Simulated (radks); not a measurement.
Polarisability of neutral molybdenum, [Kr] 4d5 5s1, at imaginary frequency. Method: scalar-relativistic Kohn-Sham, PBE, spin-polarised, spherical densities, finite nucleus; open shells are filled with parallel spins first (spin-orbit coupling, left out, can overturn this in heavy ions); Fermi nuclear charge, rms radius 4.4091 fm; computed with a radial shooting solver on a logarithmic mesh with Libxc functionals. Response by self-consistent Sternheimer equations with the Hartree and adiabatic LDA kernel, the relativistic mass of each level held fixed and spin-orbit coupling left out.

w (hartree),alpha1(iw) (bohr^3)
0.00266,74.27
0.0143,73.67
0.0360,70.52
0.0697,62.23
0.118,48.96
0.186,34.92
0.280,23.70
0.413,15.79
0.605,10.34
0.892,6.544
1.35,3.878
2.12,2.045
3.59,0.8954
6.94,0.3042
17.5,0.06949

Static values: alpha1 = 74.29 bohr^3 (11.01 angstrom^3; uncoupled 126.3). C6 = 774.2, triple-dipole C9 = 39460 atomic units. One-pole (London) frequency 4 C6 / (3 alpha1^2) = 0.187 hartree, against 0.168 for minus the highest occupied eigenvalue. Recommended static value: 87 bohr^3 (Schwerdtfeger and Nagle, 2023 table).
